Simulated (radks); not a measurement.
Problem. Method: scalar-relativistic Kohn-Sham, PBEsol, spin-polarised, spherical densities, finite nucleus; open shells are filled with parallel spins first; Fermi nuclear charge, rms radius of each element as measured or else 0.836 A^(1/3) + 0.57 fm; computed with a radial shooting solver on a logarithmic mesh with Libxc functionals. Each species is in its NIST ground configuration. Rank Ne3+, B3+, F3+, O3+, N3+, C3+ by radius at which the density is 0.001 e/bohr^3 (bohr), largest first.

Solution. C3+ 2.44, N3+ 2.42, O3+ 2.33, F3+ 2.25, Ne3+ 2.16, B3+ 1.23.
